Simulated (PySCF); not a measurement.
## Continuum solvent and chemical shifts

Cartesian coordinates in Å; atom numbers follow the order of the lines, from 1:
```xyz
15

C     4.381    0.321    1.452
C     3.300    0.293    0.896
C     2.040    0.265    0.237
P     2.101    0.792   -1.443
C     0.478    0.666   -1.995
P    -1.048    0.184   -1.342
C    -0.733   -0.269    0.323
S    -2.065   -0.820    1.324
C    -3.502   -0.752    0.243
P     0.752   -0.286    1.271
H     5.336    0.341    1.944
H     0.375    0.971   -3.046
H    -3.698    0.272   -0.109
H    -3.391   -1.422   -0.623
H    -4.342   -1.093    0.863
```

GIAO PBE0/pcSseg-1 in PySCF 2.14 on one PBE0-D3(BJ)/def2-SVP conformer, non-relativistic, equivalent nuclei averaged. Solvents enter as an IEF-PCM continuum (tetrahydrofuran with ε = 7.4, water with ε = 78.4) around the gas-phase geometry. Shifts are referred to TMS, CS2 computed in the same medium.

Gas phase, δ in ppm: C7 221.2, C3 184.9, C5 184.2, C1 112.4, C2 89.1, C9 21.5, S8 117.0, H12 10.40, H11 5.05, H13/H14/H15 2.68. Dipole moment 1.88 D.

Problem. How does each δ change in the continuum?

Solution. 
```csv
atoms,environment,"Δδ, tetrahydrofuran","Δδ, water"
C7,aromatic carbon bearing sulfur,+2.1,+2.6
C3,substituted aromatic carbon,-0.3,-0.5
C5,aromatic CH,+2.6,+3.4
C1,terminal alkyne carbon,+0.4,+0.4
C2,alkyne carbon,+1.0,+1.2
C9,methyl carbon bonded to S,+0.9,+1.1
S8,sulfide sulfur,+4.3,+5.4
H12,hydrogen on an aromatic CH,+0.30,+0.39
H11,hydrogen on a terminal alkyne carbon,+0.31,+0.38
H13/H14/H15,hydrogen on a methyl carbon bonded to S,+0.18,+0.22
```

Changes are relative to the gas phase. The dipole moment becomes 2.83 D in tetrahydrofuran, 3.12 D in water.

Problem. Which of the listed nuclei move most (in ppm), and what does the model miss?

Solution. S8 (sulfide sulfur, +5.4 ppm) in water. A continuum only polarises the solute; specific hydrogen bonds, the anisotropy of aromatic solvents and changes of geometry or conformer are outside it.
